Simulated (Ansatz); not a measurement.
Cartesian coordinates in Å:
```
B 0.368 1.033 0.788
Ge -0.022 -1.005 1.103
C -0.595 -0.526 -0.782
N 0.301 0.658 -0.821
F -0.418 -1.286 -1.911
H -0.597 1.706 1.046
H 1.434 1.512 1.063
H -1.181 -1.643 1.890
H 1.107 -2.053 0.985
H -1.621 -0.147 -0.785
H -0.001 1.396 -1.454
H 1.224 0.355 -1.123
```

Charge 0, multiplicity 1. The bonds changed during the relaxation, so this is another structure than the one it started from.

(1) List the ωB97M-V/def2-TZVPP orbital energies in eV (the Gaussian-basis code of Ansatz). (An estimate is asked.)

Results:

(1) The calculation gave: Occupied: -10865.83, -1361.70, -1209.44, -1209.41, -1209.39, -677.83, -397.02, -284.57, -186.99, -173.46, -122.76, -122.69, -122.62, -36.86, -35.56, -35.52, -35.45, -35.43, -35.40, -29.79, -22.21, -19.38, -18.69, -17.32, -16.44, -16.14, -15.39, -13.77, -12.62, -11.81, -11.00, -10.60, -9.04. Lowest empty: 1.52, 2.20, 2.57, 3.02, 3.40, 3.76, 4.08, 4.25.
